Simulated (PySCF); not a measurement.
PySCF input for C₃H₈OSi, SMILES O[C@H]1C[C@H]1[SiH3], TDDFT-PBE/def2-SVPD. The structure is a stationary point at r2SCAN-D4/def2-SVP. The structure was generated by enumeration; whether it is a known compound was not checked. One conformer was computed; it need not be the lowest.

```python
import numpy as np
from pyscf import gto, scf, dft, tdscf

mol = gto.M(
    atom='''
    O    -0.55231859    1.66667464    0.21392499
    C    -1.04859584    0.44365182    0.66799830
    C    -1.44763058   -0.60468068   -0.32503656
    C    -0.14074301   -0.72913622    0.45083680
    Si    1.50191184   -0.45372967   -0.41307163
    H    -1.29211108    2.17744249   -0.14117384
    H    -1.60068992    0.48903088    1.61954167
    H    -2.26816636   -1.28445965   -0.07405697
    H    -1.37939478   -0.33464169   -1.38471282
    H    -0.13298917   -1.47881258    1.25201730
    H     2.16398691   -1.78033957   -0.61864686
    H     1.30445970    0.17769703   -1.75063253
    H     2.41850434    0.39389193    0.40647581
    ''',
    basis='def2-SVPD',
    charge=0,
    spin=0,
    max_memory=1600,
    verbose=4,
)
mf = dft.RKS(mol, xc='pbe').density_fit(auxbasis='def2-universal-jkfit')
mf.grids.level = 3
mf.conv_tol = 1e-9
mf.max_cycle = 100
mf.kernel()
mf.grids = dft.Grids(mol).set(level=1).build(with_non0tab=True)  # coarser grid for the response kernel
td = tdscf.TDDFT(mf)
td.singlet = True
td.nstates = 10
td.conv_tol = 1e-4
td.positive_eig_threshold = 1e-6
td.kernel(x0=td.get_init_guess(mf, 15))
td.analyze()
tt = tdscf.TDA(mf)
tt.singlet = False
tt.nstates = 4
tt.conv_tol = 1e-4
tt.positive_eig_threshold = 1e-6
tt.kernel(x0=tt.get_init_guess(mf, 9))
tt.analyze(verbose=3)
```

Log of the run:

```
PySCF version 2.14.0

[INPUT] verbose = 4
[INPUT] num. atoms = 13
[INPUT] num. electrons = 48
[INPUT] charge = 0
[INPUT] spin (= nelec alpha-beta = 2S) = 0
[INPUT] symmetry False subgroup None
[INPUT] Mole.unit = angstrom
[INPUT] Symbol           X                Y                Z      unit          X                Y                Z       unit  Magmom
[INPUT]  1 O     -0.552318590000   1.666674640000   0.213924990000 AA   -1.043730868606   3.149558608358   0.404259642300 Bohr   0.0
[INPUT]  2 C     -1.048595840000   0.443651820000   0.667998300000 AA   -1.981558952958   0.838380434465   1.262333838675 Bohr   0.0
[INPUT]  3 C     -1.447630580000  -0.604680680000  -0.325036560000 AA   -2.735625325745  -1.142680878016  -0.614230078871 Bohr   0.0
[INPUT]  4 C     -0.140743010000  -0.729136220000   0.450836800000 AA   -0.265965742847  -1.377867763301   0.851958078875 Bohr   0.0
[INPUT]  5 Si     1.501911840000  -0.453729670000  -0.413071630000 AA    2.838202040842  -0.857424810889  -0.780592250528 Bohr   0.0
[INPUT]  6 H     -1.292111080000   2.177442490000  -0.141173840000 AA   -2.441736063716   4.114769958091  -0.266779893553 Bohr   0.0
[INPUT]  7 H     -1.600689920000   0.489030880000   1.619541670000 AA   -3.024865559152   0.924134429655   3.060490203621 Bohr   0.0
[INPUT]  8 H     -2.268166360000  -1.284459650000  -0.074056970000 AA   -4.286213225352  -2.427276956555  -0.139947390915 Bohr   0.0
[INPUT]  9 H     -1.379394780000  -0.334641690000  -1.384712820000 AA   -2.606678351855  -0.632381143962  -2.616727990974 Bohr   0.0
[INPUT] 10 H     -0.132989170000  -1.478812580000   1.252017300000 AA   -0.251313108833  -2.794550765761   2.365969800217 Bohr   0.0
[INPUT] 11 H      2.163986910000  -1.780339570000  -0.618646860000 AA    4.089342597044  -3.364354196026  -1.169073133222 Bohr   0.0
[INPUT] 12 H      1.304459700000   0.177697030000  -1.750632530000 AA    2.465071573532   0.335798719849  -3.308216026454 Bohr   0.0
[INPUT] 13 H      2.418504340000   0.393891930000   0.406475810000 AA    4.570310833672   0.744347870376   0.768127957161 Bohr   0.0

nuclear repulsion = 230.372863229612
number of shells = 75
number of NR pGTOs = 245
number of NR cGTOs = 171
basis = def2-SVPD
ecp = {}


[settings echo left out]
init E= -483.473420466352
  HOMO = -0.324715117558843  LUMO = -0.0355044692286886  gap/eV = 7.86982
cycle= 1 E= -483.08509442242  delta_E= 0.388  |g|= 0.697  |ddm|= 4.56
  HOMO = -0.0965109805586293  LUMO = 0.011592676532318  gap/eV = 2.94165
cycle= 2 E= -482.763310236424  delta_E= 0.322  |g|= 1.42  |ddm|= 2.16
  HOMO = -0.235081920496789  LUMO = -0.0133928733952442  gap/eV = 6.03247
cycle= 3 E= -483.186929872338  delta_E= -0.424  |g|= 0.138  |ddm|=  1.5
  HOMO = -0.234612438531265  LUMO = -0.0109037445815496  gap/eV = 6.08742
cycle= 4 E= -483.189917096228  delta_E= -0.00299  |g|= 0.0793  |ddm|= 0.273
  HOMO = -0.232758786309463  LUMO = -0.0108654808517983  gap/eV = 6.03802
cycle= 5 E= -483.191439520337  delta_E= -0.00152  |g|= 0.0128  |ddm|= 0.117
  HOMO = -0.233002724373997  LUMO = -0.0112747536213402  gap/eV = 6.03353
cycle= 6 E= -483.191483283772  delta_E= -4.38e-05  |g|= 0.00425  |ddm|= 0.0328
  HOMO = -0.2331105274552  LUMO = -0.0112966289542538  gap/eV = 6.03586
cycle= 7 E= -483.191487775742  delta_E= -4.49e-06  |g|= 0.00127  |ddm|= 0.00807
  HOMO = -0.233073068694176  LUMO = -0.011282677351903  gap/eV = 6.03522
cycle= 8 E= -483.19148816904  delta_E= -3.93e-07  |g|= 0.000328  |ddm|= 0.00242
  HOMO = -0.233092960829817  LUMO = -0.0112899489254596  gap/eV = 6.03557
cycle= 9 E= -483.191488200129  delta_E= -3.11e-08  |g|= 5.23e-05  |ddm|= 0.000677
  HOMO = -0.233098917960272  LUMO = -0.0112930879632795  gap/eV = 6.03564
cycle= 10 E= -483.191488201085  delta_E= -9.56e-10  |g|= 1.3e-05  |ddm|= 0.000141
  HOMO = -0.233097179894624  LUMO = -0.0112924362415554  gap/eV = 6.03561
Extra cycle  E= -483.191488201042  delta_E= 4.27e-11  |g|= 1.87e-05  |ddm|= 5.47e-05
converged SCF energy = -483.191488201042
tot grids = 46912
Overwritten attributes  positive_eig_threshold  of <class 'pyscf.tdscf.rks.CasidaTDDFT'>


******** <class 'pyscf.tdscf.rks.CasidaTDDFT'> for <class 'pyscf.df.df_jk.DFRKS'> ********
nstates = 10 singlet
deg_eia_thresh = 1.000e-03
wfnsym = None
conv_tol = 0.0001
eigh lindep = 1e-12
eigh level_shift = 0
eigh max_cycle = 100


Excitation energies (eV)
[6.09440408 6.57029015 6.62889896 6.84190034 6.91565908 6.96989094
 7.15725352 7.39921559 7.43123117 7.43758816]

** Singlet excitation energies and oscillator strengths **
Excited State   1:      6.09440 eV    203.44 nm  f=0.0107
      24 -> 25       -0.70568
Excited State   2:      6.57029 eV    188.70 nm  f=0.0058
      24 -> 26        0.70506
Excited State   3:      6.62890 eV    187.04 nm  f=0.0062
      23 -> 25        0.70573
Excited State   4:      6.84190 eV    181.21 nm  f=0.0132
      24 -> 27        0.70084
Excited State   5:      6.91566 eV    179.28 nm  f=0.0025
      24 -> 28       -0.59772
      24 -> 29       -0.37006
Excited State   6:      6.96989 eV    177.89 nm  f=0.0046
      24 -> 28       -0.36299
      24 -> 29        0.59732
Excited State   7:      7.15725 eV    173.23 nm  f=0.0078
      23 -> 26        0.69714
Excited State   8:      7.39922 eV    167.56 nm  f=0.0033
      22 -> 25        0.66025
      23 -> 27       -0.23271
Excited State   9:      7.43123 eV    166.84 nm  f=0.0076
      22 -> 25        0.14955
      23 -> 27        0.29683
      23 -> 29       -0.11726
      24 -> 30       -0.60665
Excited State  10:      7.43759 eV    166.70 nm  f=0.0208
      22 -> 25        0.14391
      23 -> 27        0.51173
      23 -> 28        0.30200
      23 -> 29       -0.17878
      24 -> 30        0.29500

** Transition electric dipole moments (AU) **
state          X           Y           Z        Dip. S.      Osc.
  1         0.1133     -0.2335     -0.0678      0.0720      0.0107
  2         0.1752      0.0719      0.0020      0.0359      0.0058
  3        -0.0590      0.0191     -0.1845      0.0379      0.0062
  4         0.1929      0.0427     -0.1988      0.0786      0.0132
  5        -0.1190     -0.0059     -0.0265      0.0149      0.0025
  6         0.1212     -0.0728      0.0819      0.0267      0.0046
  7        -0.2075     -0.0232     -0.0276      0.0444      0.0078
  8         0.0929      0.0912      0.0366      0.0183      0.0033
  9         0.1741     -0.0106      0.1072      0.0419      0.0076
 10         0.3223     -0.0946     -0.0370      0.1142      0.0208

** Transition velocity dipole moments (imaginary part, AU) **
state          X           Y           Z        Dip. S.      Osc.
  1         0.0275     -0.0535     -0.0155      0.0039      0.0115
  2         0.0425      0.0183     -0.0001      0.0021      0.0059
  3        -0.0140      0.0038     -0.0460      0.0023      0.0064
  4         0.0506      0.0050     -0.0513      0.0052      0.0138
  5        -0.0296     -0.0032     -0.0067      0.0009      0.0024
  6         0.0334     -0.0209      0.0202      0.0020      0.0051
  7        -0.0572     -0.0042     -0.0075      0.0033      0.0085
  8         0.0265      0.0256      0.0074      0.0014      0.0035
  9         0.0522     -0.0043      0.0306      0.0037      0.0090
 10         0.0893     -0.0243     -0.0089      0.0086      0.0211

** Transition magnetic dipole moments (imaginary part, AU) **
state          X           Y           Z
  1         0.4869      0.0441     -0.2674
  2         0.0606     -0.5545     -0.1837
  3        -0.0029     -0.2916     -0.2817
  4         0.1167      0.3309     -0.2446
  5        -0.0024     -0.1274     -0.0757
  6        -0.4039     -0.2470     -0.3428
  7         0.4837     -0.1308      0.4667
  8        -0.3287     -0.0023     -0.3769
  9        -0.1377      0.1464     -0.1504
 10        -0.0361     -0.0941     -0.2181
Overwritten attributes  positive_eig_threshold  of <class 'pyscf.tdscf.rks.TDA'>


******** <class 'pyscf.tdscf.rks.TDA'> for <class 'pyscf.df.df_jk.DFRKS'> ********
nstates = 4 triplet
deg_eia_thresh = 1.000e-03
wfnsym = None
conv_tol = 0.0001
eigh lindep = 1e-12
eigh level_shift = 0
eigh max_cycle = 100


Excitation energies (eV)
[5.91296017 6.47231951 6.47521668 6.68737154]

** Triplet excitation energies and oscillator strengths **
Excited State   1:      5.91296 eV    209.68 nm  f=0.0000
Excited State   2:      6.47232 eV    191.56 nm  f=0.0000
Excited State   3:      6.47522 eV    191.47 nm  f=0.0000
Excited State   4:      6.68737 eV    185.40 nm  f=0.0000
```

The calculation finished and met its thresholds.

Cost: very roughly 60 core-seconds.
